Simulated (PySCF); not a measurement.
A side-by-side comparison of computed properties.

First species: neo-PeOMe, C₆H₁₄O.
SMILES: `COCC(C)(C)C`

Second species: C6H9NO.
Atom-mapped SMILES: `[CH:1]#[C:2][CH2:3][C@@H:4]([CH3:5])[C:6]([NH2:7])=[O:8]` (hydrogens: H9 on C1; H10, H11 on C3; H12 on C4; H13, H14, H15 on C5; H16, H17 on N7)

Levels: PBE0/pcSseg-1 for dipole moment, HOMO energy, LUMO energy and HOMO–LUMO gap; GFN2-xTB for rotational constant A and rotational constant C. Geometries: GFN2-xTB. Each species is one conformer at its optimised geometry, gas phase, non-relativistic unless stated; the electronic structure was computed with PySCF and density fitting.

Dipoles, sizes and rotational constants follow the conformer. The torsions of the flexible species, by atom-mapped SMILES:
- `[CH3:1][O:2][CH2:3][C:4]([CH3:5])([CH3:6])[CH3:7]`: C1–O2–C3–C4 180°, O2–C3–C4–C5 -60°
- `[CH:1]#[C:2][CH2:3][C@@H:4]([CH3:5])[C:6]([NH2:7])=[O:8]`: C2–C3–C4–C5 171°, C3–C4–C6–N7 84°, H–N7–C6–C4 -14°, H–N7–C6–C4 -173°

```tsv
property	column X	column Y
dipole moment	3.16 D	1.17 D
HOMO energy	-7.29 eV	-7.33 eV
LUMO energy	0.66 eV	1.40 eV
HOMO–LUMO gap	7.95 eV	8.73 eV
rotational constant A	2.926 GHz	4.257 GHz
rotational constant C	1.200 GHz	1.526 GHz
```

(1) Which column belongs to which species?

(2) How does each property change from the first species to the second?

Results:

(1) Column X is the second species and column Y the first. The first has 21 atoms and 58 electrons, the second 17 and 60.

(2) dipole moment +1.99 D; HOMO energy +0.04 eV; LUMO energy -0.74 eV; HOMO–LUMO gap -0.78 eV; rotational constant A -1.331 GHz; rotational constant C -0.326 GHz.

On the first: In atomic units the dipole is 0.46 e·bohr (1 au = 2.5417 D).

On the second: In atomic units the dipole is 1.24 e·bohr (1 au = 2.5417 D).
